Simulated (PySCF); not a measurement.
Be(Me)(NH2) (CH₅BeN), SMILES [Be]([CH3])[NH2]. Geometry optimised at B3LYP-D3(BJ)/def2-TZVP. Other conformers were not sampled.

Task: Give the equilibrium geometry at B3LYP-D3(BJ)/def2-TZVP (PySCF confirms it by a frequency run) as a Z-matrix. (Estimate from the structure and the level; the computed values follow.)

Result: This is not unique; one that fits is 
```
Be
N 1 1.5061
H 2 1.0078 1 125.28
H 2 1.0078 3 109.55 1 179.99
C 1 1.6858 4 158.05 2 -179.97
H 5 1.0941 1 112.34 4 -118.99
H 5 1.0941 6 107.27 1 123.90
H 5 1.0955 6 106.66 7 113.96
```
Charge 0, spin multiplicity 1.
